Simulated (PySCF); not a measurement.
OY, SMILES [Y]=[O] (connectivity only; charge and spin as stated), neutral, multiplicity 2. Geometry: PBE0-D3(BJ)/def2-TZVPD. The def2 effective core potentials stand for the cores of Y; spin–orbit coupling is left out.

Level of theory: PBE0-D3(BJ)/def2-TZVPD in PySCF.

Harmonic wavenumbers (cm⁻¹): 890. Rotational constants (GHz): 11.67 (linear); symmetry number 1.

Problem. Work out the zero-point energy and the ideal-gas rigid-rotor harmonic-oscillator thermochemistry at 298.15 K and 1 atm.

Solution. ZPE = ½ Σ hcν = ½ × 890 cm⁻¹ = 5.32 kJ/mol. H − E(el) = 14.15 kJ/mol. Entropy in J/(mol K): translation 166.78, rotation 60.51, vibration 0.61, spin 5.76, total 233.65. G − E(el) = -55.52 kJ/mol. Cp = 31.25 J/(mol K).
